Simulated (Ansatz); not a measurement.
Total energies of C8H18O, SMILES `CC[C@H](C)O[C@@H](C)CC`.

```xyz
27

C    -2.837   -0.587   -0.753
C    -1.876   -1.506   -0.022
C    -0.417   -1.162   -0.260
C     0.518   -2.172    0.380
O    -0.193    0.131    0.271
C     0.846    0.871   -0.342
C     0.334    1.595   -1.573
C     1.394    1.832    0.697
C     2.028    1.135    1.886
H    -2.690   -0.643   -1.835
H    -2.686    0.450   -0.448
H    -3.876   -0.854   -0.546
H    -2.059   -1.463    1.057
H    -2.039   -2.545   -0.326
H    -0.239   -1.145   -1.347
H     1.564   -1.889    0.242
H     0.322   -2.236    1.453
H     0.378   -3.164   -0.058
H     1.655    0.185   -0.638
H     1.143    2.133   -2.073
H    -0.438    2.315   -1.290
H    -0.100    0.897   -2.293
H     2.122    2.488    0.209
H     0.569    2.472    1.030
H     1.305    0.486    2.383
H     2.875    0.517    1.575
H     2.396    1.857    2.619
```

The species carries charge 0 and has multiplicity 1. The geometry is a stationary point of PBE0-D4/def2-TZVP. It is one conformer, not always the lowest. Basis def2-TZVPP, the Gaussian-basis code of Ansatz.

RPA on PBE orbitals: Hartree–Fock energy of these orbitals -388.34756 Eh, correlation -2.74014 Eh (frozen core).

| functional | energy without D4 (Eh) | D4 term (kJ/mol) |
| --- | --- | --- |
| BHLYP | -390.82341 | -64.9 |
| B2PLYP | -390.70811 | – |

Problem. Give the same for LDA (SPW92), PBE, revPBE, BLYP, r2SCAN, B97M-V, PBE0, B3LYP, r2SCANh, r2SCAN0, HSE06 (plane-wave form), CAM-B3LYP, LC-ωPBE, ωB97X-V, ωB97M-V, PBE-QIDH. (Best estimate.)

Solution. The calculation gave: 
```tsv
functional	energy without D4 (Eh)	D4 term (kJ/mol)
LDA (SPW92)	-387.52733	–
PBE	-390.52872	-60.2
revPBE	-390.92924	-195.4
BLYP	-390.84922	-129.6
r2SCAN	-390.82925	-17.8
B97M-V	-391.06004	–
PBE0	-390.59326	-51.5
B3LYP	-391.08299	-93.6
r2SCANh	-390.81552	-18.5
r2SCAN0	-390.79678	-20.1
HSE06 (plane-wave form)	-390.56941	-47.7
CAM-B3LYP	-390.85671	-51.7
LC-ωPBE	-390.83744	–
ωB97X-V	-390.96289	–
ωB97M-V	-390.85997	–
PBE-QIDH	-390.54774	–
```

B3LYP takes the VWN-RPA correlation (the form of Gaussian; ORCA's B3LYP/G). HSE06 is the plane-wave form, built on full-range PBE exchange. The double hybrids freeze the cores in their second-order part.

LC-ωPBE has ω = 0.4 bohr⁻¹.
